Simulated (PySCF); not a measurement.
## Ni²⁺ (nickel, charge +2) across methods

[Ar] 3d7 4p1, one real determinant (an excited configuration). Calculation: PySCF 2.14, in x2c-TZVPPall (6s5p4d2f1g, 64 functions); scalar relativity by spin-free X2C-1e. The B2PLYP total includes its PT2 part (frozen core); its orbital energies are those of the SCF part.

```
method  E (hartree)  mean ε 3d α (eV)  mean ε 3d β (eV)  mean ε 4p α (eV)  Σ⟨r²⟩ (bohr²)   ⟨S²⟩
  MN15    -1519.930           -41.664           -38.064           -19.241          21.36  6.001
  BP86    -1519.313           -37.761           -35.059           -18.542          21.15  6.001
  PBE0    -1518.866           -40.867           -37.745           -19.142          21.20  6.001
   UHF  -1517.79782           -49.522           -45.413           -20.780          21.50  6.003
 HSE06    -1518.879           -40.418           -37.322           -18.768          21.21  6.001
r2SCAN    -1519.070           -38.300           -35.327           -18.575          21.14  6.001
B2PLYP    -1518.811           -44.053           -40.700           -19.713          21.30  6.002
   LDA    -1516.265           -37.992           -34.840           -18.509          21.13  6.001
```

Q: Estimate the same row for PBE.

A: E (hartree) = -1518.834; mean ε 3d α (eV) = -37.700; mean ε 3d β (eV) = -34.857; mean ε 4p α (eV) = -18.431; Σ⟨r²⟩ (bohr²) = 21.20; ⟨S²⟩ = 6.001.

⟨L²⟩ = 11.27 against 20 for a pure G term, so this real determinant mixes terms.
